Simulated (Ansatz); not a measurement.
H₂Te, charge -1, doublet, at the geometry of the source list (a state made from the parent by changing its charge; the spin is typed, not shown lowest) (core potentials on Te) (a gas-phase anion, which may not be bound at this level). Base run: SVWN5/def2-SVP (Ansatz, a program for electronic structure).

Geometry (Å):
```xyz
3

Te    -0.0017     0.7891     0.0000
H     -1.1391    -0.3980     0.0000
H      1.1408    -0.3910     0.0000
```
Charge -1, spin multiplicity 2.
Orbitals are unrestricted.
All else is at Ansatz's defaults.

Each row names what was changed in the base input (with any setting that the change needs).

```tsv
change	E (Eh)	<S^2>
base	-268.72986	0.751
functional = blyp	-269.07374	0.752
functional = BHLYP	-269.07526	0.756
functional = hse06	-269.14591	0.754
functional = hf	-268.05913	0.765
functional = cam_b3lyp	-269.13110	0.755
functional = blyp; dispersion = d3bjatm	-269.07613	0.752
functional = blyp; dispersion = d4	-269.07739	0.752
functional = wB97X-V	-269.11641	0.755
functional = pbe0; dispersion = d3bj	-269.14898	0.754
functional = wB97X	-269.17748	0.754
functional = wB97M-V	-269.09249	0.753
functional = b3lyp	-269.23184	0.753
```

Totals shift with the method and basis; they matter in differences.

A gas-phase anion may not be bound at this level; its values then depend on the basis.
